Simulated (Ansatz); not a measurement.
```xyz
11

B    -0.7265   -1.0778   -0.7578
N    -0.1413    0.0000   -0.0468
B    -0.9000    1.1607    0.2601
C     1.2562   -0.0668    0.3830
H    -0.0653   -2.0459   -1.0044
H    -1.8678   -0.9943   -1.0946
H    -0.3778    2.0555    0.8623
H    -2.0389    1.2187   -0.0882
H     1.8327    0.7516   -0.0522
H     1.6994   -1.0113    0.0691
H     1.3293    0.0095    1.4695
```

The species carries charge 0 and has multiplicity 1.

(1) List the B3LYP/def2-TZVPP orbital energies in eV (Ansatz). (Estimate.)

Answers

(1) Ansatz gave: Occupied: -389.99, -277.71, -183.68, -183.62, -24.69, -18.81, -15.18, -13.59, -12.29, -11.66, -11.51, -10.08, -9.31, -8.74, -8.50. Lowest empty: -1.50, -0.14, 0.94, 2.10, 2.16, 2.29, 2.52, 2.89.

B3LYP here is the variant with VWN-RPA as its local correlation; programs differ in this.
